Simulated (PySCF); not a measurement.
PySCF input (HF/def2-TZVPD):

```python
from pyscf import gto, scf, dft

mol = gto.M(
    atom='''
    Si   -0.01740984   -0.00994009   -0.00265093
    O     1.43823101   -0.38609932   -0.65534898
    O     0.30372365    0.53022022    1.51275448
    O    -0.84866441    1.15231028   -0.79308655
    N    -1.01878133   -1.42803637   -0.15552798
    H     1.43814923   -0.95488167   -1.42982482
    H     1.15454322    0.29005193    1.88872222
    H    -0.74156970    2.05784031   -0.49088797
    H    -1.62223756   -1.62904400    0.64324792
    ''',
    basis='def2-tzvpd',
    charge=0,
    spin=1,
    verbose=4,
)

mf = scf.UHF(mol).density_fit(auxbasis='def2-universal-jkfit')
mf.conv_tol = 1e-9
mf.max_cycle = 100
mf.max_memory = 1500
mf.kernel()
if not mf.converged:
    mf = mf.newton()
    mf.kernel(mf.make_rdm1())
for _ in range(2):
    mo, _, stable, _ = mf.stability(return_status=True)
    if stable:
        break
    mf.kernel(mf.make_rdm1(mo, mf.mo_occ))
mf.analyze()
```

Output:

```
PySCF version 2.14.0

[INPUT] verbose = 4
[INPUT] num. atoms = 9
[INPUT] num. electrons = 49
[INPUT] charge = 0
[INPUT] spin (= nelec alpha-beta = 2S) = 1
[INPUT] symmetry False subgroup None
[INPUT] Mole.unit = angstrom
[INPUT] Symbol           X                Y                Z      unit          X                Y                Z       unit  Magmom
[INPUT]  1 Si    -0.017409840000  -0.009940090000  -0.002650930000 AA   -0.032899829472  -0.018784047754  -0.005009531675 Bohr   0.0
[INPUT]  2 O      1.438231010000  -0.386099320000  -0.655348980000 AA    2.717862712757  -0.729621971681  -1.238430088213 Bohr   0.0
[INPUT]  3 O      0.303723650000   0.530220220000   1.512754480000 AA    0.573954516053   1.001971001507   2.858691660909 Bohr   0.0
[INPUT]  4 O     -0.848664410000   1.152310280000  -0.793086550000 AA   -1.603743306566   2.177550839721  -1.498716372576 Bohr   0.0
[INPUT]  5 N     -1.018781330000  -1.428036370000  -0.155527980000 AA   -1.925217694520  -2.698597635218  -0.293905286907 Bohr   0.0
[INPUT]  6 H      1.438149230000  -0.954881670000  -1.429824820000 AA    2.717708170954  -1.804464837667  -2.701977315906 Bohr   0.0
[INPUT]  7 H      1.154543220000   0.290051930000   1.888722220000 AA    2.181770484773   0.548118709602   3.569167721181 Bohr   0.0
[INPUT]  8 H     -0.741569700000   2.057840310000  -0.490887970000 AA   -1.401363635276   3.888754593990  -0.927643821144 Bohr   0.0
[INPUT]  9 H     -1.622237560000  -1.629044000000   0.643247920000 AA   -3.065584697383  -3.078447004866   1.215562398996 Bohr   0.0

nuclear repulsion = 254.93176119553
number of shells = 90
number of NR pGTOs = 330
number of NR cGTOs = 236
basis = def2-tzvpd
ecp = {}

******** <class 'pyscf.df.df_jk.DFUHF'> ********
method = DFUHF
initial guess = minao
damping factor = 0
level_shift factor = 0
DIIS = <class 'pyscf.scf.diis.CDIIS'>
diis_start_cycle = 1
diis_space = 8
diis_damp = 0
SCF conv_tol = 1e-09
SCF conv_tol_grad = None
SCF max_cycles = 100
direct_scf = False
number electrons alpha = 25  beta = 24
Set gradient conv threshold to 3.16228e-05
******** <class 'pyscf.df.df.DF'> ********
auxbasis = def2-universal-jkfit
init E= -570.850906734924
  alpha nocc = 25  HOMO = -0.26730199453403  LUMO = 0.00764729437180733
  beta  nocc = 24  HOMO = -0.326527225537269  LUMO = -0.267301994534023

WARN: HOMO -0.26730199453403 >= LUMO -0.267301994534023

cycle= 1 E= -570.459105169894  delta_E= 0.392  |g|= 0.574  |ddm|= 1.64
  alpha nocc = 25  HOMO = -0.433235145399586  LUMO = 0.0478037350127952
  beta  nocc = 24  HOMO = -0.430596730492105  LUMO = 0.0210647144740266
  HOMO = -0.430596730492  LUMO = 0.021064714474  gap/eV = 12.29033
cycle= 2 E= -570.560423524683  delta_E= -0.101  |g|= 0.323  |ddm|= 0.553
  alpha nocc = 25  HOMO = -0.46743693752503  LUMO = 0.0515373787258537
  beta  nocc = 24  HOMO = -0.438550756934823  LUMO = 0.0453724678325216
  HOMO = -0.438550756935  LUMO = 0.0453724678325  gap/eV = 13.16822
cycle= 3 E= -570.594638311399  delta_E= -0.0342  |g|= 0.0494  |ddm|= 0.187
  alpha nocc = 25  HOMO = -0.466288891368264  LUMO = 0.057629137314529
[...]
  beta  nocc = 24  HOMO = -0.433208131793137  LUMO = 0.0469322391170233
  HOMO = -0.433208131793  LUMO = 0.046932239117  gap/eV = 13.06528
Extra cycle  E= -570.596524585247  delta_E= -3.25e-10  |g|= 1.02e-05  |ddm|= 1.4e-05
converged SCF energy = -570.596524585247  <S^2> = 0.75882804  2S+1 = 2.0088086
uhf_internal: lowest eigs of H = [0.0862553  0.40754986 0.54296677]
<class 'pyscf.df.df_jk.DFUHF'> wavefunction is stable in the internal stability analysis
**** SCF Summaries ****
Total Energy =                        -570.596524585247266
Nuclear Repulsion Energy =             254.931761195529958
One-electron Energy =                -1296.923229421498945
Two-electron Energy =                  471.394943640721806
Two-electron Coulomb Energy =          524.801628344520623
DFT Exchange-Correlation Energy =      -53.406684703798817
HOMO-LUMO gap [eV] =                    13.065284976622346
**** MO energy ****
                             alpha | beta                alpha | beta
MO #1   energy= -68.826790540451   | -68.8272242303411  occ= 1 | 1
MO #2   energy= -20.5676010994348  | -20.5676339726087  occ= 1 | 1
MO #3   energy= -20.5643387736405  | -20.563920479036   occ= 1 | 1
MO #4   energy= -20.5628521665235  | -20.5621007629694  occ= 1 | 1
MO #5   energy= -15.5821739447728  | -15.5525695306218  occ= 1 | 1
MO #6   energy= -6.16602544832147  | -6.16667567328198  occ= 1 | 1
MO #7   energy= -4.27501353716513  | -4.27533203109685  occ= 1 | 1
MO #8   energy= -4.27473519924187  | -4.27505830046216  occ= 1 | 1
MO #9   energy= -4.27382093330706  | -4.27488757019768  occ= 1 | 1
MO #10  energy= -1.3751634493051   | -1.3739150319969   occ= 1 | 1
MO #11  energy= -1.34069435709388  | -1.33905738048645  occ= 1 | 1
MO #12  energy= -1.33847061077963  | -1.33789462648507  occ= 1 | 1
MO #13  energy= -1.14977701996196  | -1.02960718263231  occ= 1 | 1
MO #14  energy= -0.777632794133609 | -0.774007899005539 occ= 1 | 1
MO #15  energy= -0.719071696332195 | -0.717079492457142 occ= 1 | 1
MO #16  energy= -0.717221405716668 | -0.714632924804066 occ= 1 | 1
MO #17  energy= -0.645875538184868 | -0.627370293159238 occ= 1 | 1
MO #18  energy= -0.586588040336581 | -0.584616506094046 occ= 1 | 1
MO #19  energy= -0.570113524706464 | -0.568721992489901 occ= 1 | 1
MO #20  energy= -0.566640566782427 | -0.556867586508257 occ= 1 | 1
MO #21  energy= -0.541549555889837 | -0.532709276786213 occ= 1 | 1
MO #22  energy= -0.531713441095942 | -0.527046895161619 occ= 1 | 1
MO #23  energy= -0.526140406731968 | -0.507489704714074 occ= 1 | 1
MO #24  energy= -0.494553146619744 | -0.433208131793137 occ= 1 | 1
MO #25  energy= -0.469171538427274 | 0.0469322391170233 occ= 1 | 0
MO #26  energy= 0.0464905488473756 | 0.0582290936682028 occ= 0 | 0
MO #27  energy= 0.0780953997693244 | 0.0807683256675853 occ= 0 | 0
MO #28  energy= 0.0806301237034696 | 0.0891817279105971 occ= 0 | 0
MO #29  energy= 0.0954914247281113 | 0.097151029853046  occ= 0 | 0
MO #30  energy= 0.118062636694345  | 0.118900043086005  occ= 0 | 0
MO #31  energy= 0.122428694701013  | 0.122651842325859  occ= 0 | 0
MO #32  energy= 0.130422812995606  | 0.132368959256133  occ= 0 | 0
MO #33  energy= 0.135551051401158  | 0.14389493148909   occ= 0 | 0
MO #34  energy= 0.144889006916262  | 0.146714029815295  occ= 0 | 0
MO #35  energy= 0.168928433875923  | 0.170204991079213  occ= 0 | 0
MO #36  energy= 0.173761226732312  | 0.175295805539608  occ= 0 | 0
MO #37  energy= 0.188933035010921  | 0.192923179252131  occ= 0 | 0
MO #38  energy= 0.195711095250051  | 0.198612119643658  occ= 0 | 0
MO #39  energy= 0.200859973597355  | 0.201642860604313  occ= 0 | 0
MO #40  energy= 0.214086093293665  | 0.2171058726467    occ= 0 | 0
MO #41  energy= 0.218145797464656  | 0.223269061203831  occ= 0 | 0
MO #42  energy= 0.22710937128092   | 0.238382192050816  occ= 0 | 0
MO #43  energy= 0.243640349160718  | 0.244790748876821  occ= 0 | 0
MO #44  energy= 0.254255804591395  | 0.259579546723926  occ= 0 | 0
MO #45  energy= 0.283957643257092  | 0.287500998825582  occ= 0 | 0
MO #46  energy= 0.296784467398209  | 0.297587711263297  occ= 0 | 0
MO #47  energy= 0.310782791676992  | 0.311986803828857  occ= 0 | 0
MO #48  energy= 0.31718493866434   | 0.319593108116083  occ= 0 | 0
MO #49  energy= 0.331430098434313  | 0.334384182903469  occ= 0 | 0
MO #50  energy= 0.3430624502312    | 0.34553164424455   occ= 0 | 0
MO #51  energy= 0.347282550376813  | 0.349694890372014  occ= 0 | 0
MO #52  energy= 0.354454324994359  | 0.359773215185895  occ= 0 | 0
MO #53  energy= 0.359611038038733  | 0.364079633004387  occ= 0 | 0
MO #54  energy= 0.364363823483469  | 0.36730833601897   occ= 0 | 0
MO #55  energy= 0.370201608316823  | 0.378504427943273  occ= 0 | 0
MO #56  energy= 0.3815031885949    | 0.385284650134485  occ= 0 | 0
MO #57  energy= 0.38639277630887   | 0.391679285478692  occ= 0 | 0
MO #58  energy= 0.391208696829273  | 0.39616313625531   occ= 0 | 0
MO #59  energy= 0.397960803061881  | 0.402107038486429  occ= 0 | 0
MO #60  energy= 0.410752467893236  | 0.413218171718752  occ= 0 | 0
MO #61  energy= 0.414592790082056  | 0.418214500847023  occ= 0 | 0
MO #62  energy= 0.4375521870086    | 0.439597543377521  occ= 0 | 0
MO #63  energy= 0.447860078872621  | 0.449791050857251  occ= 0 | 0
MO #64  energy= 0.459379330389106  | 0.467213745640335  occ= 0 | 0
MO #65  energy= 0.472544699305069  | 0.474577993760561  occ= 0 | 0
MO #66  energy= 0.489925898010757  | 0.494501286282237  occ= 0 | 0
MO #67  energy= 0.503155482432504  | 0.507370720985884  occ= 0 | 0
MO #68  energy= 0.518363662648401  | 0.52235926097228   occ= 0 | 0
MO #69  energy= 0.531731227761701  | 0.537965396699632  occ= 0 | 0
MO #70  energy= 0.534005756060026  | 0.540178128745646  occ= 0 | 0
MO #71  energy= 0.545253849708551  | 0.548587869315494  occ= 0 | 0
MO #72  energy= 0.56204841201031   | 0.565670684072588  occ= 0 | 0
MO #73  energy= 0.568881682075885  | 0.573700639513709  occ= 0 | 0
MO #74  energy= 0.591841468296353  | 0.595297902195086  occ= 0 | 0
MO #75  energy= 0.615339717304661  | 0.622504342795418  occ= 0 | 0
MO #76  energy= 0.628219190326734  | 0.635086749430821  occ= 0 | 0
MO #77  energy= 0.668181692881337  | 0.67271438237566   occ= 0 | 0
MO #78  energy= 0.669094947019191  | 0.677431352901329  occ= 0 | 0
MO #79  energy= 0.679757385554214  | 0.682803746348984  occ= 0 | 0
MO #80  energy= 0.686344856851262  | 0.695946947979861  occ= 0 | 0
MO #81  energy= 0.700386793590898  | 0.7052344972872    occ= 0 | 0
MO #82  energy= 0.726033321808626  | 0.732500801894342  occ= 0 | 0
MO #83  energy= 0.742243564307839  | 0.744449309627354  occ= 0 | 0
MO #84  energy= 0.751996780770915  | 0.753841290616016  occ= 0 | 0
MO #85  energy= 0.76777543034488   | 0.769325859899786  occ= 0 | 0
MO #86  energy= 0.781419818532072  | 0.785899496251369  occ= 0 | 0
MO #87  energy= 0.796682300167701  | 0.798909142904771  occ= 0 | 0
MO #88  energy= 0.800531006298572  | 0.803240108880326  occ= 0 | 0
MO #89  energy= 0.834901757458163  | 0.839568337912483  occ= 0 | 0
MO #90  energy= 0.842873278283414  | 0.849620821350636  occ= 0 | 0
MO #91  energy= 0.848181008051122  | 0.858150963341047  occ= 0 | 0
MO #92  energy= 0.872638805556872  | 0.886000313839881  occ= 0 | 0
MO #93  energy= 0.88673891130995   | 0.894715414218679  occ= 0 | 0
MO #94  energy= 0.905086712379589  | 0.910496233597575  occ= 0 | 0
MO #95  energy= 0.930465372545312  | 0.937451569632982  occ= 0 | 0
MO #96  energy= 0.935240189894807  | 0.946732014172018  occ= 0 | 0
MO #97  energy= 0.946843193108709  | 0.952874652676844  occ= 0 | 0
MO #98  energy= 0.966473723553553  | 0.971750856861645  occ= 0 | 0
MO #99  energy= 0.997739759817289  | 1.00074508216021   occ= 0 | 0
MO #100 energy= 1.02714351383962   | 1.03186070366789   occ= 0 | 0
MO #101 energy= 1.03103123368422   | 1.03947741394777   occ= 0 | 0
MO #102 energy= 1.05401780568784   | 1.05586349002833   occ= 0 | 0
MO #103 energy= 1.06323964816444   | 1.06710784124196   occ= 0 | 0
MO #104 energy= 1.08480396302141   | 1.08725168677946   occ= 0 | 0
[...]
```

It need not be the lowest isomer of its formula.
